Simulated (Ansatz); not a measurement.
`[AlH2][NH][SiH2][GeH3]` + NH₃ → `N[SiH2][GeH3]` + `[NH2][AlH2]` at 700 K and 1 bar (ligand exchange at the Si–N bond).

Computed with Ansatz on PBE0-D4/def2-TZVP structures; ΔE is electronic, products minus reactants. CBS: MP2 limit from def2 TZ/QZ plus the TZ coupled-cluster correction, frozen cores. This one scheme is used for every species. For Ge outer-core shells are correlated without core-valence functions, which leaves a few kJ/mol of doubt a bond. Scalar relativity is left out up to krypton. One conformer a species, not always the lowest.

```json
{"species": "`[AlH2][NH][SiH2][GeH3]`", "CCSD(T)/CBS energy (Eh)": "-2666.76326", "H − E (kJ/mol)": "281.3", "S (J/(mol·K))": "537.4"}
{"species": "NH₃", "CCSD(T)/CBS energy (Eh)": "-56.50880", "H − E (kJ/mol)": "116.9", "S (J/(mol·K))": "226.5"}
{"species": "`N[SiH2][GeH3]`", "CCSD(T)/CBS energy (Eh)": "-2424.12162", "H − E (kJ/mol)": "249.8", "S (J/(mol·K))": "454.9"}
{"species": "`[NH2][AlH2]`", "CCSD(T)/CBS energy (Eh)": "-299.14566", "H − E (kJ/mol)": "147.5", "S (J/(mol·K))": "319.0"}
```

H − E and S are ideal-gas, rigid-rotor, harmonic terms from PBE0-D4/def2-TZVP, for one conformer and one mirror image of each species. 1 Eh = 2625.50 kJ/mol, R = 8.31446 J/(mol·K).

By hand: ΔE, ΔH, ΔS and ΔG.

ΔE = (-2424.12162) + (-299.14566) − (-2666.76326) − (-56.50880) = 0.00478 Eh = 12.5 kJ/mol. Δ(H − E) = 249.8 + 147.5 − 281.3 − 116.9 = -0.9, so ΔH = 11.6 kJ/mol. ΔS = 454.9 + 319.0 − 537.4 − 226.5 = 10.0 J/(mol·K). ΔG = 11.6 − 700 × (10.0)/1000 = 4.6 kJ/mol.

By hand: the equilibrium constant, and the temperature at which ΔG would vanish if ΔH and ΔS stayed fixed.

log₁₀ K = −ΔG/(RT ln 10) = -0.3. ΔG = 0 at ΔH/ΔS = 1160 K, though so small a ΔS makes that figure unsure.

TΔS isn't small against ΔH here. The sign of ΔG lies within the doubt. A doubt of 5 kJ/mol in ΔE shifts log₁₀ K by 0.4 here. Other conformers and mirror images would add mixing entropy, several J/(mol·K) or more a flexible species. Modes under 60 cm⁻¹, often nearly free rotors, make the harmonic entropy too high. These are equilibria of isolated gas molecules and say nothing of rates. Largest T1 diagnostic: 0.012 (customary marks: 0.02 for closed shells, 0.045 for open ones).
